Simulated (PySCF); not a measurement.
# Atomic charges against the basis set

Species: H9NOSi3.
Geometry (PBE0-D3(BJ)/def2-SVP, Å), atoms numbered from 1 in this order:
```xyz
14
H9NOSi3 angstrom
O      1.9828   -0.7469   -1.2161
Si     0.8170   -1.4036   -0.2194
N     -0.3026   -0.1063    0.0720
Si     0.3364    1.5347    0.0027
Si    -2.0117   -0.3453    0.3765
H      2.9000   -0.8735   -0.9597
H      1.4920   -1.8923    1.0249
H      0.1001   -2.5364   -0.8682
H      1.6465    1.6206    0.7148
H      0.5023    2.0384   -1.3912
H     -0.6558    2.4069    0.7053
H     -2.3808    0.0191    1.7787
H     -2.3262   -1.7885    0.1551
H     -2.8358    0.4936   -0.5465
```

PBE0 throughout (PySCF), one geometry, spherical d and f functions. Isolated species at its PBE0-D3(BJ)/def2-SVP geometry (one conformer only). Atoms taken as equivalent share a column and are averaged.

Mulliken charges (e):

| basis | functions | O1 | Si2 | N3 | Si4/Si5 | H6 | H7/H8 | H9 (×6) |
| --- | --- | --- | --- | --- | --- | --- | --- | --- |
| STO-3G | 46 | -0.451 | +0.793 | -0.717 | +0.621 | +0.191 | -0.143 | -0.129 |
| 6-31G | 75 | -0.807 | +1.105 | -1.295 | +0.776 | +0.411 | -0.140 | -0.114 |
| pcSseg-0 | 75 | -0.839 | +1.200 | -1.489 | +0.696 | +0.397 | -0.113 | -0.073 |
| 6-31G* | 100 | -0.744 | +0.799 | -0.854 | +0.503 | +0.447 | -0.102 | -0.075 |
| cc-pVDZ | 127 | -0.359 | +0.554 | -0.585 | +0.340 | +0.176 | -0.080 | -0.051 |
| def2-SVP | 127 | -0.419 | +0.703 | -0.775 | +0.491 | +0.202 | -0.106 | -0.080 |
| aug-cc-pVDZ | 208 | -0.662 | +0.032 | -0.450 | -0.882 | +0.145 | +0.335 | +0.338 |
| 6-311+G(2d,p) | 213 | -0.693 | +0.986 | -1.266 | +0.597 | +0.286 | -0.070 | -0.061 |
| def2-TZVP | 227 | -0.529 | +0.394 | -0.344 | +0.191 | +0.328 | -0.040 | -0.025 |
| cc-pVTZ | 288 | -0.366 | +0.363 | -0.297 | +0.183 | +0.207 | -0.051 | -0.028 |
| IGLO-III | 292 | -0.626 | +0.972 | -0.759 | +0.794 | +0.265 | -0.189 | -0.177 |
| pcSseg-2 | 327 | -0.547 | +0.923 | -0.940 | +0.713 | +0.223 | -0.148 | -0.132 |

IAO charges (e):

| basis | functions | O1 | Si2 | N3 | Si4/Si5 | H6 | H7/H8 | H9 (×6) |
| --- | --- | --- | --- | --- | --- | --- | --- | --- |
| STO-3G | 46 | -0.587 | +0.929 | -0.902 | +0.691 | +0.239 | -0.140 | -0.130 |
| 6-31G | 75 | -0.749 | +0.943 | -0.936 | +0.579 | +0.361 | -0.120 | -0.089 |
| pcSseg-0 | 75 | -0.731 | +0.963 | -0.961 | +0.576 | +0.348 | -0.126 | -0.087 |
| 6-31G* | 100 | -0.775 | +1.076 | -1.021 | +0.708 | +0.364 | -0.157 | -0.124 |
| cc-pVDZ | 127 | -0.772 | +1.064 | -1.012 | +0.698 | +0.367 | -0.155 | -0.122 |
| def2-SVP | 127 | -0.770 | +1.081 | -1.018 | +0.718 | +0.363 | -0.162 | -0.128 |
| aug-cc-pVDZ | 208 | -0.795 | +1.071 | -1.018 | +0.698 | +0.378 | -0.153 | -0.121 |
| 6-311+G(2d,p) | 213 | -0.803 | +1.106 | -1.049 | +0.733 | +0.379 | -0.162 | -0.129 |
| def2-TZVP | 227 | -0.803 | +1.120 | -1.057 | +0.744 | +0.377 | -0.166 | -0.132 |
| cc-pVTZ | 288 | -0.798 | +1.105 | -1.046 | +0.728 | +0.377 | -0.162 | -0.128 |
| IGLO-III | 292 | -0.806 | +1.116 | -1.055 | +0.742 | +0.379 | -0.164 | -0.132 |
| pcSseg-2 | 327 | -0.804 | +1.118 | -1.054 | +0.742 | +0.378 | -0.165 | -0.132 |

Some averages cover members that differ in this geometry, most widely: H9 (×6), Mulliken in aug-cc-pVDZ +0.297 to +0.391; Si4/Si5, Mulliken in aug-cc-pVDZ -0.925 to -0.838; H7/H8, Mulliken in aug-cc-pVDZ +0.319 to +0.352; H9 (×6), Mulliken in 6-31G -0.128 to -0.097 e.

Problem. Which scheme is steadiest as the basis changes?

Solution. Largest range over the bases for any column: IAO 0.22 e, Mulliken 1.68 e. IAO charges move least and Mulliken charges most, counted in e. Without the minimal STO-3G basis the ranges are IAO 0.18, Mulliken 1.68 e.

Problem. How much do the charges still move between the two largest bases, IGLO-III and pcSseg-2?

Solution. At most, over all atoms: Mulliken 0.181 e, IAO 0.002 e.

Problem. What do the same runs give for the total energy, the frontier levels and the dipole moment?

Solution. 
| basis | energy (Eh) | HOMO (eV) | LUMO (eV) | μ (D) |
| --- | --- | --- | --- | --- |
| STO-3G | -991.5726 | -3.43 | 6.46 | 1.19 |
| 6-31G | -1003.2033 | -7.13 | 0.36 | 1.71 |
| pcSseg-0 | -1002.0673 | -7.34 | 0.31 | 1.68 |
| 6-31G* | -1003.3718 | -7.40 | 0.34 | 1.51 |
| cc-pVDZ | -1003.4241 | -7.40 | 0.35 | 1.42 |
| def2-SVP | -1003.0639 | -7.50 | 0.38 | 1.47 |
| aug-cc-pVDZ | -1003.4437 | -7.51 | -0.40 | 1.29 |
| 6-311+G(2d,p) | -1003.5186 | -7.59 | -0.30 | 1.36 |
| def2-TZVP | -1003.5395 | -7.62 | -0.06 | 1.39 |
| cc-pVTZ | -1003.5357 | -7.58 | 0.06 | 1.36 |
| IGLO-III | -1003.5420 | -7.59 | 0.06 | 1.33 |
| pcSseg-2 | -1003.5594 | -7.64 | -0.15 | 1.36 |

The dipole is fixed by the density alone, so its range of 0.52 D shows that the density itself changes with the basis, not only its division among atoms.
